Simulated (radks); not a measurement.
Species: Ce. Configuration: [Xe] 4f1 5d1 6s2. Calculated with a radial shooting solver on a logarithmic mesh with Libxc functionals: scalar-relativistic Kohn-Sham, PBEsol, spin-polarised, spherical densities, finite nucleus; open shells are filled with parallel spins first (spin-orbit coupling, left out, can overturn this in heavy ions); Fermi nuclear charge, rms radius 4.8771 fm. Some entries of the table are withheld. Estimate them.

orbital  occ.  eigenvalue (eV)  <r> (bohr)  <1/r> (bohr^-1)
1s down     1        -40248.05     0.02458            63.31
1s up       1        -40248.04     0.02458            63.31
2s up       1        -6444.739      0.1053            14.59
2s down     1        -6444.709      0.1053            14.59
2p up       3        -5773.182     0.09238            13.82
2p down     3        -5773.160     0.09238            13.82
3s up       1        -1387.642      0.2788            5.296
3s down     1        -1387.373      0.2788            5.297
3p up       3        -1174.028      0.2768            5.016
3p down     3        -1173.759      0.2768            5.017
3d up       5        -870.2283      0.2537            4.759
3d down     5        -870.0075      0.2536            4.760
4s up       1        -280.8803      0.6375            2.211
4s down     1        -280.1127      0.6375            2.212
4p up       3        -211.1288      0.6751            2.040
4p down     3        -210.3550      0.6750            2.040
4d up       5        -110.7203      0.7446            1.778
4d down     5        -109.9342      0.7445            1.778
5s up       1         -40.9249       1.517           0.8736
5s down     1         -40.1588       1.517           0.8734
5p up       3         -23.5431       1.760              (1)
5p down     3         -22.7815       1.760              (2)
4f up       1          -5.7537       1.104            1.209
4f down     0          -4.9557       1.107            1.208
6s up       1          -3.9325       4.269           0.2948
6s down     1          -3.5543       4.403           0.2847
5d up       1          -3.3467       2.906           0.4538
5d down     0          -2.7096       3.019           0.4413

Answer. 
(1) 5p up <1/r> (bohr^-1): 0.7441
(2) 5p down <1/r> (bohr^-1): 0.7440
